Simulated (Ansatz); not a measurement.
Isolated molecules relaxed with PBE0-D4/def2-TZVP in Ansatz; ΔE leaves out vibrations. CBS: MP2 limit from def2 TZ/QZ plus the TZ coupled-cluster correction, frozen cores. Functionals use def2-TZVPP. HSE06 is defined as in plane-wave codes. Elements past krypton have def2 core potentials. For Sb, Zn outer-core shells are correlated without core-valence functions, which leaves a few kJ/mol of doubt a bond. Scalar relativity is left out up to krypton. Each species was taken in one conformer, which may not be the lowest.

Consider the cleavage of the P–Zn bond: `[CH3][Zn][PH2]` + `[OH][SbH2]` → `P[O][SbH2]` + `[CH3][ZnH]`.

(1) Is it downhill or uphill in electronic energy at CCSD(T)/CBS, and by how much? (Best estimate.)

(2) What do these levels give: HSE06-D4, PBE, BLYP, BHLYP, CCSD/def2-SVP, HF/def2-TZVPP? (Estimate.)

Largest T1 diagnostic among the species: 0.015.

Results:

(1) The calculation gave: Uphill: ΔE = +0.72 eV.

(2) The calculation gave: HSE06-D4 0.76, PBE 0.79, BLYP 0.67, BHLYP 0.62, CCSD/def2-SVP 0.71, HF/def2-TZVPP 0.53 eV.

In def2-TZVPP, CCSD(T) changes the Hartree–Fock value by +0.14 eV (the triples alone add +0.02 eV) and MP2 by +0.15 eV. From BLYP to BHLYP (50 % exact exchange), in def2-TZVPP and without D4, ΔE moves by −0.05 eV.
